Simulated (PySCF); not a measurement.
Group charges in `C#Cc1ccc(C[SiH3])cc1`

Compound: C9H10Si.
Numbering: `[CH:1]#[C:2][c:3]1[cH:4][cH:5][c:6]([CH2:7][SiH3:8])[cH:9][cH:10]1` (hydrogens: H11 on C1; H12 on C4; H13 on C5; H14, H15 on C7; H16, H17, H18 on Si8; H19 on C9; H20 on C10)

Cartesian coordinates in Å at the GFN2-xTB level; atoms count from 1:
```
atom  x, y, z in Å
C1     4.2359   -0.3389   -1.9503
C2     3.1678   -0.1681   -1.4293
C3     1.9098    0.0346   -0.8141
C4     1.6483   -0.4953    0.4491
C5     0.4203   -0.2916    1.0443
C6    -0.5741    0.4447    0.4069
C7    -1.9097    0.6304    1.0407
Si8   -3.0841   -0.7961    0.5491
C9    -0.3068    0.9651   -0.8558
C10    0.9167    0.7685   -1.4624
H11    5.1672   -0.4914   -2.4080
H12    2.4144   -1.0644    0.9559
H13    0.2263   -0.7041    2.0248
H14   -1.8092    0.6570    2.1263
H15   -2.3449    1.5803    0.7282
H16   -3.2383   -0.8059   -0.9058
H17   -2.5089   -2.0638    0.9997
H18   -4.3785   -0.5687    1.1952
H19   -1.0708    1.5371   -1.3646
H20    1.1134    1.1812   -2.4413
```

Atomic charges (e) from the PBE0/pcSseg-1 density (PySCF):

```tsv
atom	Mulliken	IAO	Hirshfeld	ESP-fitted
C1	-0.3805	-0.2433	-0.1155	-0.3559
C2	+0.4750	-0.0228	-0.0446	-0.1566
C3	-0.3663	-0.0274	-0.0007	+0.3536
C4	+0.0254	-0.1326	-0.0387	-0.2812
C5	-0.0198	-0.1645	-0.0515	-0.2121
C6	-0.2889	+0.0222	+0.0119	+0.1364
C7	-0.3811	-0.5341	-0.1526	-0.3800
Si8	+0.5250	+0.6155	+0.3187	+0.4770
C9	-0.0198	-0.1644	-0.0514	-0.1886
C10	+0.0255	-0.1327	-0.0388	-0.2937
H11	+0.0430	+0.2020	+0.0904	+0.2879
H12	+0.0823	+0.1628	+0.0545	+0.1908
H13	+0.0681	+0.1490	+0.0501	+0.1701
H14	+0.1531	+0.1557	+0.0468	+0.1236
H15	+0.1531	+0.1557	+0.0468	+0.1231
H16	-0.0770	-0.1157	-0.0752	-0.1100
H17	-0.0770	-0.1157	-0.0752	-0.1091
H18	-0.0905	-0.1216	-0.0791	-0.1300
H19	+0.0681	+0.1490	+0.0501	+0.1626
H20	+0.0822	+0.1628	+0.0544	+0.1922
```

Task: Cut each of the bonds C1–C2, C2–C3, C7–C6 and Si8–C7 in turn and sum the charges on the side of the atom named first.

Result: In e; the other side holds the opposite charge:

```tsv
bond cut	piece	atoms	Mulliken	IAO	Hirshfeld	ESP-fitted
C1–C2	CH	2	-0.338	-0.041	-0.025	-0.068
C2–C3	C2H	3	+0.137	-0.064	-0.070	-0.225
C7–C6	CH5Si	7	+0.206	+0.040	+0.030	-0.005
Si8–C7	SiH3	4	+0.280	+0.263	+0.089	+0.128
```

Extremes among these pieces. Mulliken: lowest CH at C1, highest SiH3 at Si8; IAO: lowest C2H at C2, highest SiH3 at Si8; Hirshfeld: lowest C2H at C2, highest SiH3 at Si8; ESP-fitted: lowest C2H at C2, highest SiH3 at Si8.

Task: Do the schemes agree better on the pieces than on the single atoms at the cuts?

Result: The spread between schemes averages 0.269 e for the pieces and 0.394 e for the atoms named first; it is smaller for the piece at 3 of the 4 cuts. On average they agree better on the pieces. The sign differs between schemes (beyond ±0.03 e) for C2H at C2.

One conformer (not necessarily the lowest) at the GFN2-xTB geometry, without solvent, vibrations or thermal averaging.
